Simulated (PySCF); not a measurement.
C3H9OSi, SMILES CCO[SiH]C (connectivity only; charge and spin as stated), charge +1, multiplicity 1.

The structure is a stationary point at r2SCAN-D4/def2-SVP. The spin state was assumed, not searched. The isomer is the one that the SMILES or the coordinates give; other isomers of the formula were not compared. The values are those of a single conformer.

Calculation: PBE0/def2-TZVP in PySCF.

Symmetry labels are those of the subgroup Cs that the program uses (full group Cs).

Computed valence orbital energies around the gap with their symmetry:
```json
[
 {"orbital": "HOMO−7", "symmetry": "A'", "energy (eV)": "-17.69"},
 {"orbital": "HOMO−6", "symmetry": "A\"", "energy (eV)": "-17.00"},
 {"orbital": "HOMO−5", "symmetry": "A'", "energy (eV)": "-16.84"},
 {"orbital": "HOMO−4", "symmetry": "A'", "energy (eV)": "-15.64"},
 {"orbital": "HOMO−3", "symmetry": "A\"", "energy (eV)": "-15.59"},
 {"orbital": "HOMO−2", "symmetry": "A'", "energy (eV)": "-15.02"},
 {"orbital": "HOMO−1", "symmetry": "A'", "energy (eV)": "-14.08"},
 {"orbital": "HOMO", "symmetry": "A\"", "energy (eV)": "-13.94"},
 {"orbital": "LUMO", "symmetry": "A\"", "energy (eV)": "-7.22"},
 {"orbital": "LUMO+1", "symmetry": "A'", "energy (eV)": "-5.18"},
 {"orbital": "LUMO+2", "symmetry": "A'", "energy (eV)": "-3.93"},
 {"orbital": "LUMO+3", "symmetry": "A'", "energy (eV)": "-2.99"}
]
```
